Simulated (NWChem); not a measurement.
InH₂F; SMILES [F][InH2]

Program: NWChem. The geometry was optimised at PBE-D3(BJ)/def2-SVP. def2 effective core potentials on In; no spin-orbit coupling. Static field.

Among these, which level gives the highest value of “isotropic polarisability (bohr³)”?
A) BHandHLYP/def2-SVPD
B) PBE/def2-SVPD
C) Hartree-Fock/def2-SVPD
D) B3LYP/def2-SVPD

B, PBE/def2-SVPD. Values: Hartree-Fock/def2-SVPD 32.8; BHandHLYP/def2-SVPD 35.1; B3LYP/def2-SVPD 37.3; PBE/def2-SVPD 39.0
